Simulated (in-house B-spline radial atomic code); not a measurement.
A fraction x of an electron is removed from 5p in Te III (Te2+), starting from [Kr] 4d10 5s2 5p2 and keeping the highest spin. Method: scalar-relativistic (X2C) HSE06, spin-polarised, spherical fractional occupations, Fermi nucleus of rms radius 4.7423 fm. Calculated with a radial B-spline atomic code at the basis-set limit.

Caution: exact exchange at fractional occupations of open shells leaves self-interaction of up to several eV.

```json
{"x": "0", "E(x) - E(0) (eV)": "0.0000", "5p up level (eV)": "-23.385"}
{"x": "0.01", "E(x) - E(0) (eV)": "0.2343", "5p up level (eV)": "-23.468"}
{"x": "0.25", "E(x) - E(0) (eV)": "6.1063", "5p up level (eV)": "-25.471"}
{"x": "0.32", "E(x) - E(0) (eV)": "7.9099", "5p up level (eV)": "-26.060"}
{"x": "0.46", "E(x) - E(0) (eV)": "11.6412", "5p up level (eV)": "-27.245"}
{"x": "0.5", "E(x) - E(0) (eV)": "12.7377", "5p up level (eV)": "-27.585"}
{"x": "0.57", "E(x) - E(0) (eV)": "14.6896", "5p up level (eV)": "-28.181"}
{"x": "0.64", "E(x) - E(0) (eV)": "16.6832", "5p up level (eV)": "-28.780"}
{"x": "0.83", "E(x) - E(0) (eV)": "22.3066", "5p up level (eV)": "-30.416"}
{"x": "0.92", "E(x) - E(0) (eV)": "25.0792", "5p up level (eV)": "-31.196"}
{"x": "1", "E(x) - E(0) (eV)": "27.6026", "5p up level (eV)": "-31.891"}
```

The exact functional would give a straight line between the two integer points. Deviations E(x) - E(0) - x[E(1) - E(0)], in eV: -0.042 at x = 0.01, -0.794 at x = 0.25, -0.923 at x = 0.32, -1.056 at x = 0.46, -1.064 at x = 0.5, -1.044 at x = 0.57, -0.982 at x = 0.64, -0.604 at x = 0.83, -0.315 at x = 0.92.

The curve lies below the straight line by up to 1.064 eV (at x = 0.5): convex, the delocalisation error, to which spherically averaged exact exchange adds.

Question: How well does Slater's transition state (minus the level at half occupation) give the ionisation energy?

Answer: It gives 27.585 eV against 27.603 eV from the two total energies; NIST lists 27.84 eV, ground level to ground level. The end point has an open shell averaged over its orbitals, so its exact exchange keeps a self-interaction and this is no true integer point.
